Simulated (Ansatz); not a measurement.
Computed with Ansatz on PBE0-D4/def2-TZVP structures; ΔE is electronic, products minus reactants. CCSD(T)/CBS adds triple-zeta CCSD(T) − MP2 to the extrapolated MP2 energy (def2 sets, frozen cores). This one scheme is used for every species. DFT in def2-TZVPP. Each species was taken in one conformer, which may not be the lowest.

Reaction (formal hydrolysis of a B–C bond): `CCBC[SiH3]` + H₂O → `OBC[SiH3]` + ethane

```json
{"level": "LDA (SPW92)", "ΔE (kJ/mol)": "-143.3"}
{"level": "B97M-V", "ΔE (kJ/mol)": "-146.8"}
{"level": "CAM-B3LYP-D4", "ΔE (kJ/mol)": "-149.1"}
{"level": "ωB97X-V", "ΔE (kJ/mol)": "-143.4"}
{"level": "ωB97M-V", "ΔE (kJ/mol)": "-143.1"}
{"level": "revPBE", "ΔE (kJ/mol)": "-145.2"}
{"level": "MP2/def2-TZVPP", "ΔE (kJ/mol)": "-141.3"}
{"level": "SCS-MP2/def2-TZVPP", "ΔE (kJ/mol)": "-145.2"}
```

What does CCSD(T)/CBS give? (Estimate.)

Computed: -137.1 kJ/mol. The listed levels differ from it by -6.2, -9.7, -12.0, -6.3, -6.0, -8.1, -4.2, -8.1 kJ/mol.

Largest T1 diagnostic among the species: 0.012.

At CCSD(T), def2-SVP lies −31.7 kJ/mol from the extrapolated value and def2-TZVPP −5.2 kJ/mol. The D4 term adds +8.0 kJ/mol with B3LYP and +4.8 kJ/mol with PBE0; it sums over pairs of atoms, weighted by their polarisabilities, and B3LYP, whose exchange is more repulsive, gets the larger term. Leaving LDA and LC-ωPBE aside and taking each functional with its dispersion term where it has one, the values, not all of them listed here, spread over 15.4 kJ/mol, from B2PLYP to revPBE-D4.

CCSD(T)/CBS has its own doubt, a few kJ/mol and more with outer-core shells, so smaller differences from it don't rank the levels.

B3LYP here is the variant with VWN-RPA as its local correlation; programs differ in this.
